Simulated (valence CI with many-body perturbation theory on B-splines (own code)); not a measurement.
# Mo XXI: calculated level list

Level of theory: configuration interaction combined with many-body perturbation theory (CI+MBPT): four valence electrons over a frozen Dirac-Fock core [Ar], radial functions for each j: 7 s, 7 p, 8 d, 6 f, 4 g, 1 h, with the one-electron correlation potential Σ1 (screened to all orders), the two-electron term Σ2, the three-electron term Σ3, Breit, model QED; selected single and double excitations, second order for the rest, scaled by the run's own slope (own B-spline code, finite nucleus).

No measured spectrum was set against this ion. As an estimate, terms of the open shell hold to 2 to 4 % of their energy, and close levels can change places. Only levels of the ground parity were solved; by the run's estimate the other parity begins above the list, which can be wrong where configurations are misplaced.

Levels 1 to 34 of 34, with energies above the lowest level, 3d4 5D_0. "Leading %" is the weight of the configuration and term that name the level; weights of strongly mixed levels are sums over their largest components and can fall short. In the jj column 3d3/2^4 stands for four electrons in 3d with j = 3/2.

```csv
No.,Configuration,Term,J,E (eV),Leading %,Leading jj,Second component
1,3d4,5D,0,0.000,78,3d3/2^4 (63 %),21 % 3d4 3P
2,3d4,5D,1,1.263,90,3d3/2^3 3d5/2 (78 %),10 % 3d4 3P
3,3d4,5D,2,2.581,95,3d3/2^2 3d5/2^2 (64 %),
4,3d4,5D,3,3.770,94,3d3/2^2 3d5/2^2 (53 %),
5,3d4,5D,4,4.773,85,3d3/2^2 3d5/2^2 (41 %),12 % 3d4 3F
6,3d4,3P,0,8.690,65,3d3/2^2 3d5/2^2 (56 %),21 % 3d4 5D
7,3d4,3H,4,9.752,59,3d3/2^3 3d5/2 (64 %),15 % 3d4 3G
8,3d4,3G,3,11.690,58,3d3/2^2 3d5/2^2 (51 %),36 % 3d4 3F
9,3d4,3P,1,11.769,85,3d3/2^2 3d5/2^2 (54 %),8 % 3d4 5D
10,3d4,3H,5,11.782,80,3d3/2^2 3d5/2^2 (97 %),20 % 3d4 3G
11,3d4,3F,2,12.145,82,3d3/2^2 3d5/2^2 (54 %),11 % 3d4 1D
12,3d4,3H,6,12.707,83,3d3/2^2 3d5/2^2 (81 %),17 % 3d4 1I
13,3d4,3F,4,13.729,34,3d3/2^2 3d5/2^2 (47 %),30 % 3d4 3G
14,3d4,3P,2,14.614,62,3d3/2^2 3d5/2^2 (66 %),34 % 3d4 3D
15,3d4,3G,4,14.683,41,3d3/2^2 3d5/2^2 (77 %),31 % 3d4 1G
16,3d4,3F,3,15.393,62,3d3/2 3d5/2^3 (62 %),29 % 3d4 3G
17,3d4,3D,3,16.486,80,3d3/2^2 3d5/2^2 (42 %),8 % 3d4 3G
18,3d4,3G,5,16.674,80,3d3/2 3d5/2^3 (97 %),20 % 3d4 3H
19,3d4,3D,2,17.443,37,3d3/2 3d5/2^3 (51 %),28 % 3d4 3P
20,3d4,1I,6,18.040,83,3d3/2 3d5/2^3 (81 %),17 % 3d4 3H
21,3d4,3D,1,18.195,92,3d3/2 3d5/2^3 (68 %),7 % 3d4 3P
22,3d4,1G,4,20.267,54,3d5/2^4 (53 %),26 % 3d4 3F
23,3d4,1S,0,20.362,81,3d3/2 3d5/2^3 (74 %),18 % 3d4 3P
24,3d4,1D,2,21.851,50,3d3/2^2 3d5/2^2 (56 %),18 % 3d4 3P
25,3d4,1F,3,23.044,74,3d3/2 3d5/2^3 (70 %),12 % 3d4 3D
26,3d4,3P,2,25.540,84,3d3/2^2 3d5/2^2 (56 %),8 % 3d4 1D
27,3d4,3F,4,26.439,84,3d3/2^2 3d5/2^2 (70 %),13 % 3d4 1G
28,3d4,3F,2,27.375,80,3d3/2^2 3d5/2^2 (38 %),12 % 3d4 1D
29,3d4,3F,3,27.804,83,3d3/2 3d5/2^3 (94 %),15 % 3d4 1F
30,3d4,3P,1,28.334,99,3d3/2 3d5/2^3 (90 %),
31,3d4,3P,0,29.654,93,3d5/2^4 (55 %),7 % 3d4 1S
32,3d4,1G,4,30.263,86,3d3/2 3d5/2^3 (79 %),12 % 3d4 3F
33,3d4,1D,2,38.139,97,3d3/2^2 3d5/2^2 (48 %),
34,3d4,1S,0,48.389,97,3d3/2^2 3d5/2^2 (55 %),
```

Names give the largest LS component (configuration and term), which can be under half, so a name can repeat, a term be missing and a line seem to break the LS rules; names also repeat where a configuration has a term twice.

The ionisation energy to 3d3 4F_3/2 of the next ion comes out as 890.36 eV (NIST: 890 ± 4 eV (theoretical)). All 34 levels together are meant to be complete up to 50.325 eV.
